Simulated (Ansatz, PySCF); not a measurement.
Mo(OH)2 (H₂MoO₂), SMILES [OH][Mo][OH] (connectivity only; charge and spin as stated), neutral, multiplicity 3. Atoms are numbered in the order given.

```xyz
5

Mo     0.0000     0.0000    -0.3896
O      1.8119    -0.0077    -0.1218
H      2.6532    -0.0113     0.3377
O     -1.8119     0.0077    -0.1218
H     -2.6532     0.0113     0.3377
```
Charge 0, spin multiplicity 3.

Geometry optimised at B3LYP-D3(BJ)/def2-TZVP. The spin state was assumed, not searched. The def2 effective core potentials stand for the cores of Mo; spin–orbit coupling is left out. Other conformers were not sampled.

Two levels are set side by side: PBE-D3(BJ)/def2-TZVP (Ansatz, a program for electronic structure) and B3LYP-D3(BJ)/def2-TZVP (Ansatz). Each level has its own optimised geometry; the coordinates shown are those of the second. Frequencies come from the Hessian of PySCF at each geometry. Differences are taken from unrounded values.

```tsv
quantity	B3LYP-D3(BJ)	PBE-D3(BJ)	PBE-D3(BJ) minus B3LYP-D3(BJ)
mean bond length (Å)	1.395	1.400	0.004
bond Mo1–O2 (Å)	1.832	1.831	0.000
bond Mo1–O4 (Å)	1.832	1.831	0.000
bond O2–H3 (Å)	0.959	0.968	0.009
bond O4–H5 (Å)	0.959	0.968	0.009
highest harmonic wavenumber (cm⁻¹)	3876	3766	-110
mean harmonic wavenumber (cm⁻¹)	1271	1231	-40
zero-point energy (kcal/mol)	16.35	15.84	-0.51
```

GGA bonds tend to be longer and softer than those of functionals with exact exchange. Differences between two approximate levels are no errors against the true value.
